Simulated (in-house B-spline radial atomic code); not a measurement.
Inner levels of mercury as electrons are removed. A shift is the extra binding of the orbital against the neutral atom ([Xe] 4f14 5d10 6s2). Computed with a radial B-spline atomic code at the basis-set limit: non-relativistic Hartree-Fock, average of the configuration, point nuclei.

This level leaves out relativity, spin-orbit splitting included, which matters for heavy ions.

| ion | configuration | shift of 3p (eV) | shift of 3d (eV) | shift of 2p (eV) | radius of 3p (bohr) | radius of 3d (bohr) | radius of 2p (bohr) | Σ<r²> (bohr²) | change of density at nucleus (bohr⁻³) |
| --- | --- | --- | --- | --- | --- | --- | --- | --- | --- |
| Hg46+ | [Ar] 3d10 4s2 4p4 | 2195.09 | 2217.11 | 2303.24 | 0.18699 | 0.16305 | 0.067233 | 1.6769 | 846.28 |
| Hg47+ | [Ar] 3d10 4s2 4p3 | 2269.9 | 2294.26 | 2388 | 0.18679 | 0.16283 | 0.06722 | 1.5036 | 918.58 |
| Hg48+ | [Ar] 3d10 4s2 4p2 | 2345.32 | 2372.08 | 2473.59 | 0.18659 | 0.16261 | 0.067206 | 1.3335 | 992 |
| Hg49+ | [Ar] 3d10 4s2 4p1 | 2421.35 | 2450.56 | 2560.01 | 0.18638 | 0.16239 | 0.067192 | 1.1666 | 1066.56 |
| Hg50+ | [Ar] 3d10 4s2 | 2497.99 | 2529.69 | 2647.27 | 0.18617 | 0.16216 | 0.067178 | 1.0028 | 1142.25 |
| Hg51+ | [Ar] 3d10 4s1 | 2574.35 | 2608.25 | 2732.98 | 0.18597 | 0.16195 | 0.067165 | 0.83835 | -256.71 |
| Hg52+ | [Ar] 3d10 | 2651.26 | 2687.41 | 2819.44 | 0.18577 | 0.16173 | 0.067151 | 0.67669 | -1687.45 |
| Hg53+ | [Ar] 3d9 | 2778.05 | 2828.47 | 2991.22 | 0.1848 | 0.16061 | 0.067093 | 0.639 | -1541.41 |
| Hg54+ | [Ar] 3d8 | 2906.03 | 2971.02 | 3165.01 | 0.18383 | 0.15952 | 0.067033 | 0.60232 | -1392.75 |
| Hg55+ | [Ar] 3d7 | 3035.21 | 3115.06 | 3340.8 | 0.18288 | 0.15844 | 0.066972 | 0.56661 | -1241.47 |
